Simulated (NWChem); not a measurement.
Molecule: Si₃PH₈, doublet; SMILES [SiH3]P([SiH3])[SiH2]

```xyz
12

Si     2.0022    -0.0058     0.2819
P      0.0526    -0.0001    -0.8319
Si    -0.9654     1.7258     0.2203
Si    -0.9749    -1.7204     0.2203
H      2.7781    -1.2313    -0.0970
H      2.7833     1.2174    -0.0938
H     -2.3550     1.8298    -0.3177
H     -0.2096     2.9707    -0.1105
H     -1.0261     1.5625     1.7056
H     -0.2218    -2.9684    -0.1047
H     -1.0409    -1.5533     1.7050
H     -2.3628    -1.8213    -0.3227
```
Atoms are numbered in this order, from 1.

All runs: NWChem. Spin-unrestricted. Coordinates come from a PBE0/def2-SVP, spin-unrestricted optimisation. No stability test was run on the SCF state. Total energies compare along this basis series because the functional is fixed.

```tsv
level	basis functions	energy (Ha)	highest occupied level (eV)	lowest empty minus highest occupied level, either spin (eV)	dipole (D)	<S²>	relative time
PBE0/pcseg-1	112	-1214.0502	-5.98	3.20	0.97	0.753	3
PBE0/aug-pcseg-1	180	-1214.0566	-5.97	3.22	0.59	0.754	6
PBE0/pcseg-2	248	-1214.1627	-5.99	3.21	0.77	0.754	10
PBE0/STO-3G	44	-1200.1837	-2.46	3.84	0.78	0.751	1
PBE0/def2-SVP	112	-1213.7221	-5.95	3.28	0.74	0.753	4
```

Times are rough ratios from one shared machine.
